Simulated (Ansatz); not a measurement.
Cost and result for the atomization energy of CH10AlBSi2, SMILES `C[SiH2][B]([AlH2])[SiH3]` (15 atoms, 14 bonds).

```tsv
atom	x (Å)	y (Å)	z (Å)
C1	1.597	-0.897	-1.395
Si2	1.073	-0.904	0.418
B3	-0.638	0.139	0.466
Al4	-2.511	-0.782	0.375
Si5	-0.380	2.115	0.573
H6	2.529	-1.454	-1.511
H7	1.761	0.123	-1.748
H8	0.840	-1.364	-2.028
H9	0.948	-2.317	0.882
H10	2.140	-0.269	1.247
H11	-3.335	-1.104	1.699
H12	-3.118	-1.195	-1.039
H13	0.912	2.598	0.007
H14	-1.470	2.955	0.002
H15	-0.349	2.356	2.050
```

Charge 0, multiplicity 1. The structure was optimised at the PBE0-D4/def2-TZVP level. It is one conformer, not always the lowest. Program: Ansatz. All runs use 4 threads of an Arm Neoverse V2 on a shared host. Times are those of one run each, without the atoms' runs, and a repeat can differ threefold. Electronic energies, without spin–orbit coupling; frozen cores. CCSD(T)/CBS adds CCSD(T) − MP2 in def2-TZVPP to the MP2 limit, and its time is that of the two runs behind it. T1 = 0.014. B3LYP takes the VWN-RPA correlation (the form of Gaussian; ORCA's B3LYP/G).

CCSD(T)/CBS is a level of theory with its own doubt, some kJ/mol a heavy atom from the limit and from the frozen cores, so smaller differences don't rank the functionals.

| level | functions | wall time |
| --- | --- | --- |
| PBE-D4/def2-TZVPP (with forces) | 328 | 3.9 s |
| PBE0-D4/def2-TZVPP | 328 | 5.5 s |
| r2SCAN-D4/def2-TZVPP (with forces) | 328 | 7.5 s |
| B3LYP-D4/def2-TZVPP (with forces) | 328 | 8.5 s |
| B2PLYP/def2-TZVPP | 328 | 10 s |
| ωB97X-V/def2-TZVPP | 328 | 13 s |
| ωB97M-V/def2-TZVPP (with forces) | 328 | 20 s |
| MP2/def2-QZVPP | 624 | 43 s |
| CCSD(T)/def2-TZVPP | 328 | 19 min |
| CCSD(T)/CBS(def2) | – | 20 min |

(1) What atomization energy does each give, and how far from CCSD(T)/CBS? (Best estimate.)

Answers

(1) The calculation gave: 
```csv
level,atomization (kJ/mol),difference from CCSD(T)/CBS,per bond
PBE-D4/def2-TZVPP (with forces),4598.3,-9.1,-0.7
PBE0-D4/def2-TZVPP,4588.9,-18.5,-1.3
r2SCAN-D4/def2-TZVPP (with forces),4631.3,23.9,1.7
B3LYP-D4/def2-TZVPP (with forces),4616.1,8.7,0.6
B2PLYP/def2-TZVPP,4544.1,-63.3,-4.5
ωB97X-V/def2-TZVPP,4646.9,39.5,2.8
ωB97M-V/def2-TZVPP (with forces),4616.1,8.7,0.6
MP2/def2-QZVPP,4541.6,-65.8,-4.7
CCSD(T)/def2-TZVPP,4502.6,-104.8,-7.5
CCSD(T)/CBS(def2),4607.4,0.0,0.0
```

From PBE to PBE0 (25 % exact exchange), in def2-TZVPP and without D4, the atomization energy moves by −4.7 kJ/mol: exact exchange takes away binding that semilocal exchange gives to molecules. The D4 term adds +56.9 kJ/mol with B3LYP and +30.6 kJ/mol with PBE0; it sums over pairs of atoms, weighted by their polarisabilities, and B3LYP, whose exchange is more repulsive, gets the larger term. In def2-TZVPP, CCSD(T) changes the Hartree–Fock value by +944.1 kJ/mol (the triples alone add +41.8 kJ/mol) and MP2 by +921.1 kJ/mol; breaking electron pairs costs correlation energy, which Hartree–Fock lacks.
